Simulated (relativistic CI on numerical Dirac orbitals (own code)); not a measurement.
## V⁺ (3d4) in a crystal field

Calculated by Dirac-Coulomb-Breit CI, orbitals from a KLI potential per configuration, QED by a radiative potential, valence Slater integrals scaled by 0.9, one configuration in a parametric crystal field (own radial code). With so little scaling, terms lie 10 to 35 % too far apart, which can change the order of excited levels.

Field parameters in Wybourne normalisation: Oh B⁴₀ = 21Dq, B⁴₄ = √(5/14) B⁴₀. The field is a parameter set, without covalency.

S is read from ⟨S²⟩ = S(S + 1).

Site symmetry Oh; labels are those of the double group. Computed levels in cm⁻¹ above the lowest, in rising order:

| Δ (size of 10Dq) | Lowest | No. 2 | No. 3 | No. 4 | No. 5 | No. 6 | No. 7 | No. 8 |
| --- | --- | --- | --- | --- | --- | --- | --- | --- |
| 2400 | A1 | 4 T1 | 7 E | 10 T2 | 13 A2 | 2353 T2 | 2355 T1 | 2358 A1 |
| 4300 | A1 | 2 T1 | 5 E | 7 T2 | 9 A2 | 4248 T2 | 4249 T1 | 4250 A1 |
| 6200 | A1 | 2 T1 | 4 E | 6 T2 | 8 A2 | 6147 A1 | 6147 T1 | 6147 T2 |
| 8100 | A1 | 2 T1 | 4 E | 6 T2 | 8 A2 | 7848 A1 | 7899 T1 | 7984 T2 |
| 10000 | A1 | 2 T1 | 4 E | 6 T2 | 8 A2 | 6112 A1 | 6166 T1 | 6258 T2 |
| 11900 | A1 | 3 T1 | 5 E | 8 T2 | 10 A2 | 4349 A1 | 4404 T1 | 4500 T2 |
| 13800 | A1 | 4 T1 | 8 E | 11 T2 | 14 A2 | 2569 A1 | 2624 T1 | 2722 T2 |
| 15700 | A1 | 12 T1 | 23 E | 31 T2 | 39 A2 | 814 A1 | 862 T1 | 950 T2 |
| 17600 | A1 | 65 T1 | 179 E | 186 T2 | 1106 A2 | 1112 T2 | 1119 E | 1124 T1 |
| 19500 | A1 | 63 T1 | 174 E | 177 T2 | 2918 A2 | 2920 T2 | 2922 E | 2924 T1 |
| 21400 | A1 | 62 T1 | 174 E | 175 T2 | 4752 A2 | 4753 T2 | 4753 E | 4754 T1 |
| 23300 | A1 | 62 T1 | 174 E | 175 T2 | 6594 A2 | 6595 T2 | 6595 E | 6596 T1 |

Ground-state S against |10Dq| in cm⁻¹: 2400: 2.00, 4300: 2.00, 6200: 2.00, 8100: 2.00, 10000: 2.00, 11900: 2.00, 13800: 2.00, 15700: 1.96, 17600: 1.03, 19500: 1.00, 21400: 1.00, 23300: 1.00.

The spin changes between |10Dq| = 15700 and 17600 cm⁻¹.
